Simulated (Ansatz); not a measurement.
Wavefunction ladder for CH5BBrNSi, SMILES `B[SiH](Br)N=C`

```xyz
10

B     1.4843   -1.1008   -0.6749
Si    0.5752    0.5962   -0.3734
Br    1.3915   -0.3564    1.6097
N    -1.1186    0.7746   -0.4174
C    -2.0397    0.5235    0.3969
H     0.8358   -2.1014   -0.6666
H     2.6510   -1.1054   -0.9185
H     1.1699    1.9448   -0.4810
H    -3.0860    0.6722    0.1096
H    -1.8634    0.1526    1.4157
```

The species carries charge 0 and has multiplicity 1. Correlated methods include outer-core shells of Br, which these sets cover unevenly. Scalar relativity is left out up to krypton. The geometry is a stationary point of PBE0-D4/def2-TZVP. It is one conformer, not always the lowest. Frozen core, restricted reference, Ansatz.

```
     basis      HF (Eh)  MP2 corr.  CCSD corr.       (T)  CCSD(T) total
  def2-SVP            ?   -0.70468    -0.74956  -0.02410              ?
def2-TZVPP  -2981.32332          ?    -0.90000         ?              ?
def2-QZVPP            ?   -1.21802           –         –              –
```

(1) Fill in the withheld values. (Estimate.)

Results:

(1) The calculation gave: def2-SVP HF (Eh): -2980.76373; def2-SVP CCSD(T) total: -2981.53739; def2-TZVPP MP2 corr.: -0.85978; def2-TZVPP (T): -0.03869; def2-TZVPP CCSD(T) total: -2982.26201; def2-QZVPP HF (Eh): -2981.38700.
